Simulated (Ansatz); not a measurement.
Geometry optimisation, RKS B3LYP/def2-SVP (Ansatz).

input.yaml

```yaml
crystal:
  periodic: [false, false, false]
  atoms:
    - { symbol: "N", position_ang: [0.6126, -1.1707, -0.39] }
    - { symbol: C, position_ang: [-0.02, -0.177, 0.2526] }
    - { symbol: O, position_ang: [0.4964, 0.2896, 1.4325] }
    - { symbol: Te, position_ang: [-1.7296, 0.7059, -0.4824] }
    - { symbol: H, position_ang: [0.1677, -1.4889, -1.3162] }
    - { symbol: H, position_ang: [1.3831, -0.0937, 1.8181] }
    - { symbol: H, position_ang: [-2.74292, -0.38641, 0.33858] }
basis:
  gaussian: { orbitals: def2-SVP }
hamiltonian:
  xc: b3lyp
relax:
  f_tol: 0.015
  max_steps: 40
```

Run as:

```bash
$ ansatz run input.yaml --threads 1 --pin off --max-ram 2048MiB --backend cpu --events-out ev --progress --plain --runs-dir out
```

Problem. Where does it end, and by what steps?

Solution. The run converged. After 12 steps the energy has fallen by 0.823 eV; H7 moved furthest, 1.15 Å.

| step | energy less start (eV) | largest force component (eV/Å) | accepted |
| --- | --- | --- | --- |
| 0 | 0.0000 | 4.683 | yes |
| 1 | -0.6301 | 2.171 | yes |
| 2 | -0.6408 | 1.126 | yes |
| 3 | -0.6884 | 1.222 | yes |
| 4 | -0.7493 | 0.525 | yes |
| 5 | -0.7855 | 0.203 | yes |
| 6 | -0.8077 | 0.155 | yes |
| 7 | -0.8184 | 0.100 | yes |
| 8 | -0.8210 | 0.142 | yes |
| 9 | -0.8212 | 0.096 | yes |
| 10 | -0.8226 | 0.026 | yes |
| 11 | -0.8226 | 0.062 | yes |
| 12 | -0.8227 | 0.012 | yes |

```xyz
7
Properties=species:S:1:pos:R:3
N 0.926 -0.974 -0.472
C -0.024 -0.433 0.157
O 0.111 -0.014 1.424
Te -2.033 -0.038 -0.580
H 0.699 -1.252 -1.426
H 1.029 -0.224 1.680
H -2.540 0.614 0.870
```

Whether the end is a true minimum wasn't checked by a vibrational analysis.

Run time: 53 s on 1 CPU thread of a shared host.
